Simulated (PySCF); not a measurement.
# Spin-rotation constants: `C=C[C+](CSC)OC`, [C6H11OS]+, charge +1

Geometry (Å), atoms numbered from 1 in this order:
```xyz
19

C    -1.5793    2.0488   -0.3388
C    -0.6169    1.2328   -0.7798
C    -0.5340   -0.1670   -0.4142
C     0.6269   -0.9601   -0.8547
S     1.5107   -0.5372    0.7161
C     2.5337    0.8729    0.2407
O    -1.5096   -0.6356    0.2937
C    -1.5927   -2.0019    0.6774
H    -2.3392    1.7080    0.3451
H    -1.6292    3.0758   -0.6574
H     0.1322    1.5870   -1.4731
H     0.4880   -2.0350   -0.9175
H     1.1548   -0.5761   -1.7209
H     3.0793    0.6423   -0.6690
H     1.9335    1.7710    0.1343
H     3.2344    1.0068    1.0613
H    -1.6737   -2.6557   -0.1931
H    -0.7294   -2.2862    1.2834
H    -2.4994   -2.0814    1.2743
```

Total charge +1.

Theory: PySCF, GIAO B97-2/pcSseg-1 magnetisability, rotational g tensor and spin-rotation constants, non-relativistic, gas phase. Geometry: GFN2-xTB.

For an ion the centre-of-mass motion in the field is neglected.

(1) Give the nuclear spin-rotation constants along the inertial axes (H = +C I·J) beside the isotropic shieldings.

(2) How do the rotational constants and the g tensor change when H9, H10, H11, H12, H13, H14, H15, H16, H17, H18, H19 are replaced by deuterium?

Results:

(1) Rotational constants 2.0745, 1.4674, 0.9934 GHz. A star marks the isotopologue with that one atom substituted, in its own axes.
| atom | isotope | Caa (kHz) | Cbb (kHz) | Ccc (kHz) | mean (kHz) | σ (ppm) |
| --- | --- | --- | --- | --- | --- | --- |
| H9 | 1H | -0.044 | -0.097 | -0.046 | -0.062 | 23.7 |
| H10 | 1H | -0.255 | 0.164 | -0.125 | -0.072 | 24.0 |
| H11 | 1H | -0.088 | -0.091 | -0.065 | -0.082 | 25.6 |
| H12 | 1H | -0.247 | 0.010 | -0.103 | -0.113 | 27.6 |
| H13 | 1H | -0.190 | -0.140 | -0.048 | -0.126 | 28.7 |
| H14 | 1H | -0.191 | -0.195 | -0.012 | -0.133 | 29.5 |
| H15 | 1H | -0.167 | -0.037 | -0.123 | -0.109 | 29.2 |
| H16 | 1H | -0.097 | -0.178 | -0.061 | -0.112 | 29.0 |
| H17 | 1H | -0.237 | -0.146 | 0.009 | -0.125 | 27.6 |
| H18 | 1H | -0.030 | -0.130 | -0.104 | -0.088 | 27.8 |
| H19 | 1H | -0.028 | -0.164 | -0.062 | -0.085 | 26.8 |
| C1 | 13C* | 0.605 | 0.772 | 0.248 | 0.542 | 23.2 |
| C2 | 13C* | 0.551 | 0.619 | 0.237 | 0.469 | 56.0 |
| C3 | 13C* | 0.730 | 0.686 | 0.298 | 0.572 | 12.3 |
| C4 | 13C* | 0.339 | 0.265 | 0.173 | 0.259 | 144.6 |
| S5 | 33S* | 0.447 | 0.375 | 0.265 | 0.362 | 519.9 |
| C6 | 13C* | 0.303 | 0.211 | 0.141 | 0.218 | 163.6 |
| O7 | 17O* | -0.351 | -0.486 | -0.113 | -0.317 | 142.9 |
| C8 | 13C* | 0.484 | 0.204 | 0.224 | 0.304 | 126.2 |

For the geometry as given, no vibrational averaging.

(2) Constants 1.7131, 1.2620, 0.8523 GHz; g 0.0029, 0.0008, 0.0070, against 0.0040, 0.0010, 0.0080 before.
